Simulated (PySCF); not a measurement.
Si(Cl)(H)2(NHMe) (CH6ClNSi), SMILES CN[SiH2]Cl. Atoms are numbered in the order given.

```xyz
10

Si     0.3780    -0.7609     0.1283
Cl     1.4666     1.0092    -0.1776
N     -1.2705    -0.5153     0.5384
C     -2.2766     0.0036    -0.3748
H      0.4460    -1.5012    -1.1560
H      1.0229    -1.4767     1.2564
H     -1.4794    -0.3376     1.5172
H     -2.3308     1.1087    -0.3914
H     -2.0513    -0.3278    -1.4012
H     -3.2782    -0.3830    -0.1221
```

Geometry: B3LYP-D3(BJ)/def2-SVP. The values are those of a single conformer.

Level of theory: PBE/def2-TZVP (PySCF).

The molecule is in vacuum.

| Property | Result |
|---|---|
| total energy | -845.82316 hartree |
| highest occupied level | -5.94 eV |
| lowest empty level | -0.34 eV |
| orbital gap | 5.60 eV |
| dipole moment | 0.460 e·Å |
| quadrupole, principal values (traceless, Buckingham form, about the centre of nuclear charge) | -4.76, 1.45, 3.31 D·Å |
| mean static polarisability | 59.5 bohr³ (8.81 Å³) |
| polarisability, principal values | 50.8, 58.4, 69.2 bohr³ |
